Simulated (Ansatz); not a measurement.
C10H17GeN⁺, that is Ge(vinyl)3(pyrrolidide) with one electron fewer. The state is a doublet with charge 1. Geometry PBE-D4/def2-SVP, that of the neutral singlet; atoms count from 1.

Cartesian coordinates in Å:
```
Ge -0.884 0.433 -0.167
C -2.340 0.237 1.122
C -2.738 -0.967 1.575
H -2.871 1.147 1.457
H -2.235 -1.893 1.246
H -3.580 -1.081 2.281
C 0.227 1.975 0.315
C 0.212 2.540 1.539
H 0.954 2.348 -0.432
H -0.489 2.206 2.326
H 0.895 3.362 1.818
C -1.528 0.610 -2.001
C -1.424 1.743 -2.722
H -2.029 -0.268 -2.448
H -0.943 2.651 -2.317
H -1.821 1.823 -3.749
N 0.057 -1.184 -0.096
C 0.980 -1.514 -1.183
C 2.378 -1.026 -0.720
C 2.284 -1.033 0.831
C 0.822 -1.470 1.122
H 0.651 -1.068 -2.144
H 0.997 -2.623 -1.325
H 2.569 0.000 -1.098
H 3.195 -1.670 -1.105
H 3.017 -1.721 1.299
H 2.473 -0.021 1.243
H 0.788 -2.568 1.326
H 0.380 -0.966 2.007
```

**Question.** Estimate the Mulliken populations from the PBE0/def2-SVP orbitals of Ansatz.

**Answer.** 
```json
{"atom": "Ge1", "charge (e)": "0.73", "spin (α − β)": "-0.03"}
{"atom": "C2", "charge (e)": "-0.27", "spin (α − β)": "0.01"}
{"atom": "C3", "charge (e)": "-0.06", "spin (α − β)": "0.00"}
{"atom": "H4", "charge (e)": "0.10", "spin (α − β)": "0.00"}
{"atom": "H5", "charge (e)": "0.07", "spin (α − β)": "0.00"}
{"atom": "H6", "charge (e)": "0.11", "spin (α − β)": "0.00"}
{"atom": "C7", "charge (e)": "-0.29", "spin (α − β)": "0.06"}
{"atom": "C8", "charge (e)": "-0.04", "spin (α − β)": "0.03"}
{"atom": "H9", "charge (e)": "0.10", "spin (α − β)": "0.00"}
{"atom": "H10", "charge (e)": "0.10", "spin (α − β)": "0.00"}
{"atom": "H11", "charge (e)": "0.11", "spin (α − β)": "0.01"}
{"atom": "C12", "charge (e)": "-0.28", "spin (α − β)": "0.00"}
{"atom": "C13", "charge (e)": "-0.05", "spin (α − β)": "0.00"}
{"atom": "H14", "charge (e)": "0.09", "spin (α − β)": "0.00"}
{"atom": "H15", "charge (e)": "0.08", "spin (α − β)": "0.00"}
{"atom": "H16", "charge (e)": "0.10", "spin (α − β)": "0.00"}
{"atom": "N17", "charge (e)": "-0.35", "spin (α − β)": "0.81"}
{"atom": "C18", "charge (e)": "0.02", "spin (α − β)": "-0.05"}
{"atom": "C19", "charge (e)": "-0.11", "spin (α − β)": "0.05"}
{"atom": "C20", "charge (e)": "-0.08", "spin (α − β)": "0.05"}
{"atom": "C21", "charge (e)": "0.02", "spin (α − β)": "-0.05"}
{"atom": "H22", "charge (e)": "0.12", "spin (α − β)": "0.00"}
{"atom": "H23", "charge (e)": "0.13", "spin (α − β)": "0.05"}
{"atom": "H24", "charge (e)": "0.09", "spin (α − β)": "0.00"}
{"atom": "H25", "charge (e)": "0.11", "spin (α − β)": "0.00"}
{"atom": "H26", "charge (e)": "0.11", "spin (α − β)": "0.00"}
{"atom": "H27", "charge (e)": "0.09", "spin (α − β)": "0.00"}
{"atom": "H28", "charge (e)": "0.13", "spin (α − β)": "0.05"}
{"atom": "H29", "charge (e)": "0.11", "spin (α − β)": "0.00"}
```
Mulliken values depend strongly on the basis.

**Question.** Where does the spin sit?

**Answer.** Summed by element: Ge -0.03, C 0.10, H 0.12, N 0.81, of 1 unpaired in all. Largest on single atoms: N17 0.81, C7 0.06, H23 0.05.

**Question.** And the Mayer bond orders between heavy atoms (over 0.3)?

**Answer.** Ge1–C2 0.98 (1.95 Å); Ge1–C7 0.95 (1.96 Å); Ge1–C12 0.99 (1.95 Å); Ge1–N17 0.66 (1.87 Å); C2–C3 1.95 (1.35 Å); C7–C8 1.92 (1.35 Å); C12–C13 1.94 (1.35 Å); N17–C18 0.95 (1.46 Å); N17–C21 0.95 (1.47 Å); C18–C19 1.05 (1.55 Å); C19–C20 1.07 (1.55 Å); C20–C21 1.06 (1.55 Å).
